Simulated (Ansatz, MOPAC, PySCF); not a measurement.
Dissociation curve of SMILES [SiH2](F)F. The Si1–F5 bond (Si1 also carries F, H, H; F5 carries nothing else) is stretched with both fragments frozen at the PBE0/def2-TZVP optimised geometry. Each curve is given relative to its own lowest point near equilibrium.

```csv
R / Å,A,B,C
1.19,673.9,368.5,797.1
1.26,386.8,248.0,492.4
1.35,166.3,129.5,243.2
1.41,82.1,72.6,139.3
1.47,32.1,32.7,70.7
1.53,7.1,9.0,28.7
1.59,0.0,0.0,6.9
1.65,5.8,4.0,0.0
1.70,17.7,15.6,3.0
1.75,34.3,33.5,12.0
1.82,63.2,66.1,32.3
1.99,147.5,161.7,103.4
2.14,226.4,241.9,177.1
2.37,340.9,343.1,290.6
2.66,466.2,458.6,418.4
2.88,539.9,538.9,500.4
3.14,598.1,615.6,581.8
3.55,635.5,698.0,681.8
3.93,644.3,746.7,750.5
4.26,646.7,776.1,796.1
4.74,647.9,806.3,844.9
5.63,648.3,841.8,900.6
```

Energies in kJ/mol.

Question: Match the curves with the methods PM3, restricted, heats of formation (MOPAC 23.2.5); PySCF with restricted Hartree-Fock/LANL2DZ, with its core potentials past Ne; CCSD on UHF/cc-pVTZ, frozen core run with Ansatz (a program for electronic structure).

Answer: A is UCCSD; B is PM3; C is RHF/LANL2DZ.

The unrestricted determinant behind UCCSD is spin-contaminated at 2.66 to 5.63 Å (<S²> up to 1.0, against 0.00 for a pure singlet). The restricted form behind PM3, RHF/LANL2DZ keeps the bonding electrons paired and can't separate into open-shell fragments.
